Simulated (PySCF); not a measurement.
Job file and geometry (Å, from GFN2-xTB) of an NMR shielding run on `ClB(Cl)[C@@H]1CC[C@H]2C[C@@H]1C2`, C$_{7}$H$_{11}$BCl$_{2}$, GIAO PBE0/pcSseg-1 NMR shielding, non-relativistic, gas phase in PySCF; density fitting, a coarse starting grid and PySCF grid level 2 are the driver's defaults:

```
{"job": {"kind": "nmr", "xc": "PBE0", "basis": "pcSseg-1"}, "charge": 0, "multiplicity": 1}
Cl     2.261821     2.525357     1.130169
B      2.007317     1.243164     0.009748
Cl     2.719527     1.396431    -1.545009
C      1.163677    -0.041640     0.454165
C      0.853641    -1.055124    -0.670445
C     -0.493168    -0.779203    -1.350924
C     -1.503715    -0.236797    -0.343096
C     -1.188964    -0.757699     1.068589
C     -0.152817     0.374260     1.143062
C     -1.025076     1.140483     0.137690
H      1.766951    -0.569807     1.206341
H      1.651424    -1.046980    -1.413482
H      0.829708    -2.056583    -0.239989
H     -0.860633    -1.702426    -1.803296
H     -0.367266    -0.046274    -2.150572
H     -2.527172    -0.324048    -0.708942
H     -2.013879    -0.583808     1.756515
H     -0.844218    -1.782271     1.172378
H      0.037551     0.837860     2.110632
H     -0.510116     1.769937    -0.586936
H     -1.813512     1.712111     0.622930
```

Problem. Write the output of this run.

Solution. 
```
coarse grid: 18760 points
cycle   1  E = -1217.8233064305  dE =  1.520e+00  |g| = 4.444e-01  |ddm| = 4.205e+00
cycle   2  E = -1217.8021178372  dE =  2.119e-02  |g| = 5.538e-01  |ddm| = 9.670e-01
cycle   3  E = -1217.8784242680  dE = -7.631e-02  |g| = 6.103e-02  |ddm| = 5.961e-01
cycle   4  E = -1217.8791463970  dE = -7.221e-04  |g| = 2.104e-02  |ddm| = 9.601e-02
cycle   5  E = -1217.8792292943  dE = -8.290e-05  |g| = 7.042e-03  |ddm| = 2.460e-02
cycle   6  E = -1217.8792408175  dE = -1.152e-05  |g| = 1.618e-03  |ddm| = 7.698e-03
cycle   7  E = -1217.8792414098  dE = -5.922e-07  |g| = 4.870e-04  |ddm| = 2.077e-03
final grid: 172248 points
cycle   8  E = -1217.9380977234  dE = -7.935e-05  |g| = 1.032e-02  |ddm| = 5.394e-02
cycle   9  E = -1217.9380761146  dE =  2.161e-05  |g| = 1.385e-02  |ddm| = 2.429e-02
cycle  10  E = -1217.9381235376  dE = -4.742e-05  |g| = 1.173e-03  |ddm| = 1.528e-02
cycle  11  E = -1217.9381237652  dE = -2.276e-07  |g| = 2.739e-04  |ddm| = 1.550e-03
cycle  12  E = -1217.9381237814  dE = -1.624e-08  |g| = 8.854e-05  |ddm| = 3.220e-04
cycle  13  E = -1217.9381237833  dE = -1.889e-09  |g| = 2.110e-05  |ddm| = 1.139e-04
cycle  14  E = -1217.9381237834  dE = -1.110e-10  |g| = 5.480e-06  |ddm| = 2.665e-05
converged SCF energy = -1217.9381237834

GIAO shielding tensors (ppm)
atom      isotropic    diamagn.    paramagn.     s11        s22        s33       span
  0 Cl     680.684    1146.934    -466.250    376.549    733.342    932.160    555.612
  1 B       33.971     189.367    -155.396    -15.887     35.562     82.239     98.127
  2 Cl     663.096    1147.045    -483.949    344.304    715.900    929.083    584.780
  3 C      143.067     247.982    -104.915    122.976    146.804    159.419     36.443
  4 C      164.760     244.719     -79.959    157.945    161.608    174.728     16.783
  5 C      154.636     244.605     -89.969    145.986    150.890    167.033     21.047
  6 C      152.703     249.085     -96.382    139.643    157.097    161.369     21.726
  7 C      157.915     249.186     -91.271    147.781    161.573    164.391     16.610
  8 C      149.039     246.847     -97.808    138.768    146.648    161.701     22.933
  9 C      146.354     249.951    -103.597    129.350    144.798    164.915     35.565
 10 H       29.857      30.225      -0.368     25.642     28.591     35.337      9.695
 11 H       29.388      29.785      -0.397     24.511     28.943     34.710     10.199
 12 H       29.538      30.078      -0.540     25.685     26.608     36.320     10.635
 13 H       29.795      29.321       0.474     24.694     27.364     37.328     12.634
 14 H       29.904      29.668       0.236     25.964     28.769     34.978      9.014
 15 H       29.522      31.434      -1.912     24.076     27.368     37.122     13.046
 16 H       29.740      31.338      -1.599     26.277     26.940     36.002      9.725
 17 H       29.946      31.078      -1.131     24.843     28.667     36.330     11.487
 18 H       28.899      32.078      -3.178     23.482     28.675     34.540     11.058
 19 H       31.144      31.031       0.113     27.076     31.163     35.192      8.116
 20 H       29.542      31.677      -2.135     26.188     27.526     34.912      8.724
```

Size and cost of the density-fitted run: 239 basis functions, 71 s wall time on 1 thread of an Arm Neoverse V1, shared host.
